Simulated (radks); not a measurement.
These are the eigenvalues of the occupied orbitals of an atom or ion with whole-number occupations (hartree). All-electron calculation, Dirac Kohn-Sham, LDA (Slater exchange, Perdew-Zunger correlation), spin-unpolarised, spherical densities, finite nucleus; Fermi nuclear charge, rms radius of each element as measured or else 0.836 A^(1/3) + 0.57 fm. Program: a radial shooting solver on a logarithmic mesh with Libxc functionals.

1s1/2: -2790.034
2s1/2: -487.7848
2p1/2: -467.5535
2p3/2: -407.8096
3s1/2: -114.0571
3p1/2: -104.9376
3p3/2: -91.85971
3d3/2: -76.51984
3d5/2: -73.69098
4s1/2: -24.29518
4p1/2: -20.44228
4p3/2: -17.34002
4d3/2: -10.99741
4d5/2: -10.42143
5s1/2: -3.59170
5p1/2: -2.37590
4f5/2: -2.34485
4f7/2: -2.23007
5p3/2: -1.87174
5d3/2: -0.29300
5d5/2: -0.24798
6s1/2: -0.24073

Which element is it, and in what charge state? The configuration may be excited. Open shells, if any, fill j = l - 1/2 first.

Answer. Z = 77, iridium, charge 0: Ir in [Xe] 4f14 5d7 6s2. The list shows which subshells hold electrons but not how many an open one holds; the 1s level, -2790 hartree, gives Z - s = 74.7 by -(Z - s)^2/2, which with screening and relativity narrows Z to a few neighbours, and the depths of the outer levels then fix element, charge and occupations together.
